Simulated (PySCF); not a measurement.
A calculated (UHF, PySCF 2.14, dyall-av3z, the spin-free X2C one-electron Hamiltonian (Gaussian nucleus)) atom or ion has these occupied shells.

| shell | electrons | orbital energy (eV) | rms radius, mean of both spins (bohr) |
| --- | --- | --- | --- |
| 1s α | 1 | -2864.4 | 0.105 |
| 1s β | 1 | -2864.1 | 0.105 |
| 2s α | 1 | -290.59 | 0.479 |
| 2s β | 1 | -290.28 | 0.479 |
| 2p α | 3 | -219.96 | 0.451 |
| 2p β | 3 | -219.39 | 0.451 |
| 3s α | 1 | -31.095 | 1.67 |
| 3s β | 1 | -27.779 | 1.67 |
| 3p α | 3 | -14.379 | 2.01 |
| 3p β | 2 | -13.063 | 2.01 |

Q: Name the element and its charge.

A: Cl (chlorine, neutral), in [Ne] 3s2 3p5, 2P determinant.
